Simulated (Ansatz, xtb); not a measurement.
Isomers of C4H9NS2 in order of energy

3 gas-phase structures of C4H9NS2, from a drawn sample of its isomers (lower ones may exist). Each was relaxed with GFN2-xTB; where two conformers were screened, the lower at r2SCAN-D4/def2-SVP is listed:

A. `CN(C)/C(S)=C/S`, a singlet
B. `CN(C)C(=S)CS`, a singlet
C. `CN(C)/C(S)=C\S`, a singlet

Make a reasoned guess at their ranking by r2SCAN-D4/def2-SVP single-point energy.

Calculated order at r2SCAN-D4/def2-SVP: B (0.0), A (17.9), C (21.3) kcal/mol.

Energies above the lowest of each column, in kcal/mol; the last columns are at B3LYP/def2-SVP geometries:

```csv
structure,GFN2-xTB,HF/STO-3G,r2SCAN-D4/def2-SVP,B3LYP/def2-SVP,CCSD(T)/def2-SVP + ΔMP2/def2-TZVPP
B,0.0,0.0,0.0,0.0,0.0
A,17.5,7.1,17.9,17.2,16.9
C,15.9,1.8,21.3,20.0,18.1
```

Every level run on B puts it lowest or level with the lowest. Flexible structures stand in one conformer each, not always the lowest. ΔMP2 is the change of the MP2 energy from the smaller to the larger basis.

Programs: Ansatz 0.2.0, xtb 6.7.1.
